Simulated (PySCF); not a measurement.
**Ne (neon, neutral) across methods**

[Ne], closed-shell 1S. All numbers are calculated (PySCF 2.14, the spin-free X2C one-electron Hamiltonian (Gaussian nucleus), in x2c-TZVPPall (5s3p2d1f, 31 functions)).

| method | E (hartree) | mean ε 1s (eV) | mean ε 2s (eV) | mean ε 2p (eV) | Σ⟨r²⟩ (bohr²) | ⟨S²⟩ |
| --- | --- | --- | --- | --- | --- | --- |
| PBE0 | -129.0038 | -846.07 | -40.553 | -15.852 | 9.528 | 0.000 |
| r2SCAN0 | -129.0554 | -851.37 | -41.962 | -16.365 | 9.450 | 0.000 |
| PBEsol | -128.6554 | -827.92 | -36.008 | -13.086 | 9.653 | 0.000 |
| r2SCAN | -129.0662 | -837.49 | -38.259 | -13.842 | 9.511 | 0.000 |
| PBE | -128.9978 | -830.37 | -36.197 | -13.134 | 9.641 | 0.000 |
| revPBE | -129.0671 | -830.65 | -36.213 | -13.047 | 9.617 | 0.000 |
| LDA | -128.3604 | -825.47 | -35.950 | -13.377 | 9.699 | 0.000 |
| UHF | -128.67892 | -892.82 | -52.626 | -23.088 | 9.326 | 0.000 |
| M06-2X | -129.0736 | -860.52 | -44.218 | -18.576 | 9.522 | 0.000 |
